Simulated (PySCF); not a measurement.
C6H10S.
Structure used (PBE0-D3(BJ)/def2-SVP), in Å, numbered top down from 1:
```xyz
17
C6H10S angstrom
S      2.201    1.549   -0.660
C      0.617    0.966    0.000
C     -0.200    0.140   -1.027
C     -1.490   -0.104   -0.237
C     -0.868   -0.499    1.134
C      0.616   -0.382    0.768
C      0.664   -1.073   -0.612
H      2.753    1.852    0.535
H      0.089    1.808    0.477
H     -0.298    0.463   -2.073
H     -2.096   -0.909   -0.680
H     -2.121    0.796   -0.177
H     -1.137   -1.519    1.449
H     -1.155    0.188    1.945
H      1.355   -0.590    1.554
H      0.216   -2.076   -0.700
H      1.666   -1.056   -1.057
```

Theory: core-valence-separated Tamm–Dancoff BHandHLYP/aug-pcX-1 (pcseg-1 on H, def2-SVPD on S) in PySCF, non-relativistic, gas phase, PBE0-D3(BJ)/def2-SVP geometry. BHandHLYP without relativity tends to put these K edges a few eV too low, so spacings mean more than positions.

The lowest roots of each edge with f over 0.003 (five at most, numbered afresh; weaker and dark ones are left out), with transition dipoles (au) in the frame of the coordinates:

| root | edge | E (eV) | f | μx | μy | μz |
| --- | --- | --- | --- | --- | --- | --- |
| 1 | C | 285.55 | 0.0126 | -0.0162 | -0.0094 | 0.0381 |
| 2 | C | 285.57 | 0.0173 | -0.0497 | -0.0005 | -0.0008 |
| 3 | C | 285.65 | 0.0500 | -0.0759 | -0.0266 | 0.0259 |
| 4 | C | 285.70 | 0.0121 | -0.0023 | 0.0392 | 0.0135 |
| 5 | C | 286.00 | 0.0184 | -0.0334 | 0.0242 | -0.0305 |

Molecules are fixed in this frame and the field points along x. What effective strengths 3 f cos²θ do the roots have (θ between field and μ)?

root 1 (C4/C5): 0.006, root 2 (C4/C5): 0.052, root 3 (C2): 0.121, root 4 (C7): 0.000, root 5 (C6): 0.023. Root 3 is the strongest. Averaged over all orientations cos²θ is 1/3, which gives f back.

The run took about 60 s of CPU time (one thread, shared machine).

One conformer stands for the species.
